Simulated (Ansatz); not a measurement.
Born–Oppenheimer molecular dynamics of C3H9BSi (14 atoms, charge 0, multiplicity 1). It starts from a relaxed structure.

These are results of UKS r2SCAN/STO-3G (Ansatz), not measurements.

```
ensemble                      : NVE (velocity Verlet)
time step                     : 0.25 fs
steps asked                   : 149
starting velocities drawn for : 1500 K
seed                          : 758687
```

Frames 2.5 fs apart, positions in Å, forces in eV/Å.

Velocities at 2.5 fs (Å/ps):

```
B -5.40 -9.03 -5.83
C -4.47 23.40 0.01
Si 3.31 -13.79 -1.66
C 7.95 6.19 2.06
C -5.19 6.69 1.21
H -5.25 -3.93 69.09
H 25.73 -12.29 -36.86
H -11.28 -6.54 6.58
H -37.55 45.78 -18.48
H 14.67 -6.46 18.72
H 5.55 5.98 -5.59
H 14.72 -7.09 11.37
H -20.76 -14.99 16.80
H 0.31 48.24 8.07
```

```xyz
14
Properties=species:S:1:pos:R:3:forces:R:3 time_fs=2.5 energy_less_start_eV=0.678 T=1064
B -0.624 0.282 1.899 1.87 2.44 0.30
C -0.644 1.420 0.795 -0.94 -4.31 -0.04
Si 0.669 0.358 -0.222 1.04 3.07 1.71
C 0.414 -1.371 -0.638 2.62 -1.46 -1.14
C 0.167 -0.372 -1.818 2.51 -0.29 1.73
H -1.350 -0.585 2.098 -0.80 -0.52 -0.64
H 0.294 0.327 2.656 -0.32 -0.05 -0.27
H -1.578 1.428 0.237 -0.23 0.12 -0.42
H -0.328 2.415 0.954 1.10 1.38 0.61
H 2.103 0.821 0.014 -1.62 -0.57 -0.45
H 1.308 -2.058 -0.749 -1.07 0.99 0.19
H -0.420 -1.911 -0.280 -1.49 -0.75 0.35
H -0.818 -0.341 -2.110 -2.92 0.39 -1.21
H 0.913 -0.299 -2.589 0.26 -0.45 -0.72
14
Properties=species:S:1:pos:R:3:forces:R:3 time_fs=5.0 energy_less_start_eV=1.188 T=735
B -0.633 0.266 1.885 1.40 2.34 0.68
C -0.658 1.468 0.795 -0.89 -3.41 0.12
Si 0.678 0.328 -0.223 0.39 5.15 2.90
C 0.438 -1.360 -0.635 -0.46 -2.83 -0.72
C 0.158 -0.356 -1.812 -0.89 -0.29 -0.10
H -1.381 -0.600 2.245 0.01 0.62 -1.34
H 0.349 0.294 2.556 -0.24 -0.12 -0.11
H -1.610 1.416 0.241 0.22 0.31 -0.29
H -0.392 2.549 0.924 0.61 -1.27 0.32
H 2.089 0.787 0.045 -1.27 -0.46 -0.55
H 1.298 -2.018 -0.758 0.28 -0.01 0.05
H -0.415 -1.943 -0.248 0.15 0.36 -0.47
H -0.923 -0.367 -2.096 1.15 0.46 -0.18
H 0.915 -0.196 -2.589 -0.45 -0.85 -0.32
14
Properties=species:S:1:pos:R:3:forces:R:3 time_fs=7.5 energy_less_start_eV=1.783 T=352
B -0.633 0.264 1.876 0.67 2.24 0.52
C -0.676 1.498 0.796 -0.74 -3.11 0.14
Si 0.688 0.308 -0.219 -2.06 5.43 2.97
C 0.461 -1.363 -0.637 -2.70 -2.55 -0.64
C 0.145 -0.342 -1.806 -1.63 -0.40 -0.99
H -1.414 -0.583 2.314 0.51 1.11 -1.68
H 0.391 0.254 2.451 0.07 -0.15 0.29
H -1.630 1.423 0.229 0.46 0.43 -0.07
H -0.418 2.617 0.914 0.43 -2.34 0.16
H 2.010 0.729 0.045 0.92 0.29 -0.19
H 1.305 -1.981 -0.764 1.53 -1.06 -0.18
H -0.408 -1.958 -0.240 0.86 0.69 -0.76
H -0.979 -0.365 -2.096 2.49 0.48 0.31
H 0.893 -0.142 -2.607 -0.81 -1.06 0.13
14
Properties=species:S:1:pos:R:3:forces:R:3 time_fs=10.0 energy_less_start_eV=1.530 T=515
B -0.629 0.274 1.868 1.14 2.89 -0.30
C -0.697 1.512 0.797 -0.30 -5.01 0.17
Si 0.694 0.300 -0.209 -3.68 4.60 2.29
C 0.473 -1.379 -0.642 0.49 -1.87 -1.84
C 0.127 -0.329 -1.804 1.32 -0.69 0.41
H -1.422 -0.505 2.287 -0.08 0.26 -1.16
H 0.434 0.206 2.363 -0.05 -0.08 0.51
H -1.626 1.455 0.210 0.01 0.32 -0.10
H -0.414 2.562 0.916 0.93 -0.27 0.31
H 1.981 0.688 0.034 2.25 0.78 0.09
H 1.384 -1.992 -0.778 -0.50 0.20 0.04
H -0.362 -1.940 -0.273 -0.68 -0.62 0.02
H -0.908 -0.335 -2.084 -0.75 0.29 -0.22
H 0.828 -0.150 -2.623 -0.10 -0.81 -0.21
14
Properties=species:S:1:pos:R:3:forces:R:3 time_fs=12.5 energy_less_start_eV=1.222 T=714
B -0.619 0.301 1.859 1.94 2.99 -1.03
C -0.720 1.501 0.799 0.46 -5.25 0.15
Si 0.692 0.302 -0.193 -1.56 3.86 1.75
C 0.486 -1.404 -0.656 1.26 -0.62 -1.97
C 0.114 -0.321 -1.800 2.92 -1.05 1.40
H -1.437 -0.415 2.193 -0.98 -0.90 -0.34
H 0.473 0.154 2.304 -0.51 0.17 0.57
H -1.621 1.505 0.186 -0.36 0.17 -0.07
H -0.356 2.488 0.935 1.22 1.15 0.31
H 2.067 0.687 0.025 -0.01 0.22 -0.16
H 1.440 -1.998 -0.791 -1.38 0.59 0.03
H -0.350 -1.956 -0.307 -0.95 -1.05 0.31
H -0.880 -0.288 -2.083 -2.73 0.11 -0.37
H 0.757 -0.204 -2.651 0.69 -0.40 -0.59
14
Properties=species:S:1:pos:R:3:forces:R:3 time_fs=15.0 energy_less_start_eV=0.906 T=916
B -0.599 0.342 1.845 0.14 0.42 -0.54
C -0.741 1.466 0.802 2.15 -0.63 -0.18
Si 0.687 0.312 -0.174 0.33 2.51 0.96
C 0.503 -1.432 -0.679 -2.73 0.48 -0.48
C 0.114 -0.317 -1.790 -0.52 -1.02 -0.76
H -1.499 -0.368 2.074 0.14 -0.37 -0.17
H 0.483 0.112 2.279 -0.57 0.47 0.69
H -1.633 1.566 0.161 0.10 -0.03 0.43
H -0.235 2.461 0.970 -0.24 -1.09 -0.34
H 2.155 0.700 0.007 -1.83 -0.16 -0.20
H 1.427 -1.975 -0.804 0.33 -0.50 -0.34
H -0.381 -2.024 -0.328 1.11 0.27 -0.33
H -0.978 -0.235 -2.096 1.39 -0.30 0.90
H 0.721 -0.283 -2.707 0.21 -0.05 0.37
14
Properties=species:S:1:pos:R:3:forces:R:3 time_fs=17.5 energy_less_start_eV=1.116 T=782
B -0.579 0.386 1.828 -2.15 -2.77 0.41
C -0.750 1.427 0.804 3.08 2.69 -1.26
Si 0.682 0.327 -0.153 0.31 0.52 -0.26
C 0.509 -1.457 -0.705 -3.29 1.76 0.14
C 0.113 -0.318 -1.783 -0.89 -1.15 -1.40
H -1.552 -0.344 1.947 1.46 0.31 0.17
H 0.461 0.097 2.296 -0.23 0.63 0.77
H -1.640 1.624 0.160 0.51 -0.33 0.75
H -0.124 2.381 0.986 -1.11 -1.27 -0.69
H 2.144 0.707 -0.021 -1.64 -0.03 0.04
H 1.429 -1.978 -0.837 0.93 -0.68 -0.47
H -0.358 -2.082 -0.364 1.04 0.44 -0.24
H -1.013 -0.200 -2.062 2.19 -0.55 0.95
H 0.697 -0.364 -2.742 -0.22 0.42 1.09
14
Properties=species:S:1:pos:R:3:forces:R:3 time_fs=20.0 energy_less_start_eV=1.157 T=754
B -0.569 0.415 1.814 -2.24 -4.33 1.29
C -0.745 1.401 0.799 2.82 2.82 -2.10
Si 0.678 0.343 -0.133 -1.62 -1.76 -1.55
C 0.499 -1.474 -0.731 0.88 2.45 -0.41
C 0.108 -0.325 -1.782 1.67 -1.47 0.73
H -1.527 -0.307 1.831 1.01 -0.22 0.73
H 0.424 0.120 2.357 -0.07 0.69 0.61
H -1.622 1.663 0.199 -0.03 -0.37 0.21
H -0.071 2.238 0.964 -0.13 1.20 -0.40
H 2.046 0.714 -0.046 0.49 0.58 0.35
H 1.471 -2.013 -0.895 -0.99 0.68 -0.10
H -0.284 -2.121 -0.411 -0.96 -0.70 0.52
H -0.938 -0.195 -1.975 -1.08 -0.26 -0.04
H 0.665 -0.421 -2.721 0.25 0.70 0.17
14
Properties=species:S:1:pos:R:3:forces:R:3 time_fs=22.5 energy_less_start_eV=1.451 T=566
B -0.571 0.421 1.806 -0.29 -3.43 1.82
C -0.726 1.388 0.784 2.43 2.25 -1.84
Si 0.670 0.356 -0.115 -2.83 -3.33 -2.31
C 0.493 -1.479 -0.758 1.10 1.71 0.20
C 0.111 -0.340 -1.778 1.85 -1.23 2.30
H -1.448 -0.289 1.756 -0.80 -1.60 0.94
H 0.382 0.183 2.453 -0.23 0.62 0.20
H -1.606 1.682 0.249 -0.68 -0.20 -0.54
H -0.025 2.163 0.919 0.58 2.66 -0.01
H 1.975 0.756 -0.052 2.08 1.02 0.46
H 1.466 -2.013 -0.960 -0.96 0.88 0.10
H -0.253 -2.192 -0.433 -0.67 -0.04 0.30
H -0.919 -0.205 -1.889 -2.30 -0.03 -0.58
H 0.649 -0.438 -2.693 0.71 0.71 -1.05
14
Properties=species:S:1:pos:R:3:forces:R:3 time_fs=25.0 energy_less_start_eV=1.064 T=815
B -0.576 0.409 1.808 0.23 -2.18 1.64
C -0.694 1.387 0.761 2.33 3.81 -0.89
Si 0.657 0.362 -0.103 -0.12 -2.95 -2.37
C 0.490 -1.476 -0.784 -1.46 0.49 1.73
C 0.121 -0.360 -1.764 -1.99 -0.02 0.46
H -1.408 -0.357 1.736 -0.77 -1.30 0.73
H 0.326 0.282 2.562 -0.31 0.33 -0.15
H -1.623 1.686 0.272 0.13 -0.38 -0.45
H 0.040 2.225 0.871 -1.25 0.42 0.03
H 2.007 0.851 -0.031 0.05 0.17 0.24
H 1.414 -1.968 -1.020 1.08 -0.19 -0.06
H -0.258 -2.261 -0.439 0.64 1.48 -0.36
H -1.008 -0.221 -1.835 1.60 -0.34 -0.56
H 0.668 -0.412 -2.713 -0.14 0.67 0.02
14
Properties=species:S:1:pos:R:3:forces:R:3 time_fs=27.5 energy_less_start_eV=0.983 T=867
B -0.579 0.383 1.819 -0.76 -1.48 0.82
C -0.652 1.405 0.733 0.39 3.29 0.32
Si 0.643 0.361 -0.096 2.31 -2.07 -2.18
C 0.482 -1.470 -0.802 -0.02 0.02 1.85
C 0.123 -0.380 -1.748 -2.46 1.29 -1.58
H -1.405 -0.494 1.759 0.78 0.63 0.40
H 0.253 0.401 2.662 -0.24 -0.09 -0.33
H -1.632 1.668 0.269 1.00 -0.53 -0.27
H 0.038 2.319 0.826 -1.65 -0.88 0.27
H 2.045 0.956 0.003 -1.64 -0.84 -0.07
H 1.415 -1.929 -1.082 0.98 -0.31 0.27
H -0.234 -2.252 -0.461 0.10 0.88 -0.13
H -1.021 -0.254 -1.814 1.96 -0.18 -0.59
H 0.680 -0.348 -2.733 -0.78 0.29 1.20
14
Properties=species:S:1:pos:R:3:forces:R:3 time_fs=30.0 energy_less_start_eV=0.978 T=870
B -0.587 0.350 1.835 -0.51 0.37 0.13
C -0.607 1.438 0.706 -1.84 -0.16 1.59
Si 0.635 0.357 -0.093 2.52 -1.64 -1.93
C 0.476 -1.464 -0.811 3.86 0.38 0.81
C 0.114 -0.394 -1.738 0.05 2.01 -1.28
H -1.364 -0.600 1.805 1.00 1.30 -0.01
H 0.165 0.514 2.744 -0.17 -0.50 -0.46
H -1.589 1.620 0.246 0.43 -0.34 -0.58
H -0.051 2.373 0.798 -0.13 0.21 0.65
H 1.996 1.014 0.033 -1.30 -1.09 -0.30
H 1.465 -1.905 -1.125 -0.87 0.25 1.01
H -0.210 -2.199 -0.488 -1.37 -1.00 0.64
H -0.937 -0.296 -1.828 -1.60 0.31 -0.65
H 0.652 -0.267 -2.691 -0.07 -0.09 0.38
```

Of the whole run (37 fs, mean temperature of the second half 725 K): The conserved energy stayed within 0.18 meV per atom of its start (net change 0.11 meV per atom), so the integration is sound. A run of 0.037 ps of so small a system gives no equilibrium averages. Limits of this set-up: minimal basis.

Run time: 8 min on 1 thread of Intel(R) Xeon(R) 6975P-C (Granite Rapids), with other jobs on the host, peak memory 0.2 GiB.
